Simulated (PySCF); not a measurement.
## Heteronuclear NMR

Geometry (Å), atoms numbered from 1 in this order:
```xyz
14

C    -1.5588    1.0394    0.7193
C    -1.1079   -0.3914    0.7731
O    -1.3097   -1.1063    1.7286
Si   -0.1193   -1.0792   -0.7357
C     1.7152   -0.5651   -0.4488
C     1.8274    0.8544   -0.3507
N     1.8702    1.9955   -0.2689
H    -2.1001    1.3131    1.6224
H    -0.6848    1.6798    0.6027
H    -2.1917    1.1849   -0.1539
H    -0.5984   -0.4658   -1.9760
H    -0.1722   -2.5376   -0.7362
H     2.3385   -0.9130   -1.2734
H     2.0909   -1.0093    0.4753
```

PySCF 2.14 calculation with shieldings: GIAO PBE0/pcSseg-1 and geometry: GFN2-xTB; a single conformation, isolated molecule, non-relativistic, averaged over atoms made equivalent by symmetry, fast rotation or ring inversion.

**Question.** What are the ²⁹Si shifts?

**Answer.** 
| atoms | environment | σ (ppm) | δ (ppm) |
| --- | --- | --- | --- |
| Si4 | silicon bonded to 2 C, 2 H | 409.9 | -56.9 |

Shieldings were converted by a linear fit to measured shifts: ²⁹Si: δ = 279.94 − 0.822σ (rms 8.9 ppm, 72 shifts, 25.8 ppm with the 6 outliers that the fit left out vs TMS, solution or neat liquid). A few per cent of atoms miss by over 2 rms, more outside the fitted compound classes.

On a 600 MHz spectrometer ²⁹Si resonates near 119.2 MHz, so 1 ppm is 119.2 Hz.

**Question.** Where does ¹⁵N resonate?

**Answer.** 
```csv
atoms,environment,σ (ppm),δ (ppm)
N7,nitrile nitrogen,-30.1,-120.3
```

Shieldings were converted by a linear fit to measured shifts: ¹⁵N (scatter 6.3 ppm rms vs CH3NO2, solution or neat liquid). Occasional misses reach two or three times the rms, and more in compound classes unlike the fitted ones.

On a 500 MHz spectrometer ¹⁵N resonates near 50.7 MHz, so 1 ppm is 50.7 Hz.

**Question.** What are the ¹⁷O shifts?

**Answer.** 
```csv
atoms,environment,σ (ppm),δ (ppm)
O3,carbonyl oxygen,-525.0,744.9
```

Shieldings were converted by a linear fit to measured shifts: ¹⁷O (scatter 10.7 ppm rms, 12.2 ppm with the 3 outliers that the fit left out vs liquid water, solution or neat liquid). A few per cent of atoms miss by over 2 rms, more outside the fitted compound classes.

On a 500 MHz spectrometer ¹⁷O resonates near 67.8 MHz, so 1 ppm is 67.8 Hz.
